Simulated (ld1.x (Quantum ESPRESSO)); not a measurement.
# Logarithmic derivatives: rhenium (Re), TM

Re, norm-conserving Troullier–Martins (Kleinman–Bylander form), made with ld1.x (Quantum ESPRESSO) 7.5 (LDA (PZ), scalar-relativistic). Core [Xe] 4f14, reference 5d5 6s2 6p0. Waves: 6p (bound, empty): rc 2.50 bohr; 5d (bound): rc 2.62 bohr; 6s (bound): rc 2.80 bohr. Local part: the s channel. Core correction: Bessel-smoothed model core, default radius (core density twice the valence density).

The phase is arctan(r·u′/u) with u = r·R(r), unwrapped; energies in Ry, scanned from -2 to 5 Ry. A pole is an energy at which the radial function vanishes at the test radius. The pseudo phase is shifted by a multiple of π to meet the all-electron one at the reference energy, and phase errors are pseudo minus all-electron; the curves can meet again beyond the range given. Levels narrower than the energy grid can be missing from the lists of poles.

Problem. For each channel, where are the poles, and over which energies does the pseudopotential scatter like the atom?

Solution.

```json
{"channel": "s", "radius (bohr)": "3.05", "reference energy (Ry)": "-0.45", "poles, all-electron": "0.82", "poles, pseudo": "0.77, 4.92", "unbroken range about the reference energy with phases within 0.05 rad": "below 1.8", "phase error 1 Ry above the reference energy (rad)": "-0.008"}
{"channel": "p", "radius (bohr)": "3.05", "reference energy (Ry)": "-0.11", "poles, all-electron": "2.10", "poles, pseudo": "1.80", "unbroken range about the reference energy with phases within 0.05 rad": "below 2.1", "phase error 1 Ry above the reference energy (rad)": "-0.027"}
{"channel": "d", "radius (bohr)": "3.05", "reference energy (Ry)": "-0.41", "poles, all-electron": "-0.14, 4.37", "poles, pseudo": "-0.14", "unbroken range about the reference energy with phases within 0.05 rad": "below 1.0", "phase error 1 Ry above the reference energy (rad)": "+0.018"}
```

Phases in the d channel:

```json
{"E (Ry)": "-2.00", "all-electron": "1.327", "pseudo": "1.327"}
{"E (Ry)": "-1.52", "all-electron": "1.278", "pseudo": "1.280"}
{"E (Ry)": "-1.04", "all-electron": "1.164", "pseudo": "1.167"}
{"E (Ry)": "-0.56", "all-electron": "0.096", "pseudo": "0.103"}
{"E (Ry)": "-0.08", "all-electron": "-1.612", "pseudo": "-1.608"}
{"E (Ry)": "0.40", "all-electron": "-1.791", "pseudo": "-1.778"}
{"E (Ry)": "0.88", "all-electron": "-1.944", "pseudo": "-1.909"}
{"E (Ry)": "1.36", "all-electron": "-2.260", "pseudo": "-2.128"}
{"E (Ry)": "1.84", "all-electron": "-3.288", "pseudo": "-2.729"}
{"E (Ry)": "2.32", "all-electron": "-4.206", "pseudo": "-3.848"}
{"E (Ry)": "2.80", "all-electron": "-4.475", "pseudo": "-4.320"}
{"E (Ry)": "3.28", "all-electron": "-4.589", "pseudo": "-4.493"}
{"E (Ry)": "3.76", "all-electron": "-4.655", "pseudo": "-4.581"}
{"E (Ry)": "4.24", "all-electron": "-4.701", "pseudo": "-4.635"}
{"E (Ry)": "4.72", "all-electron": "-4.740", "pseudo": "-4.673"}
```
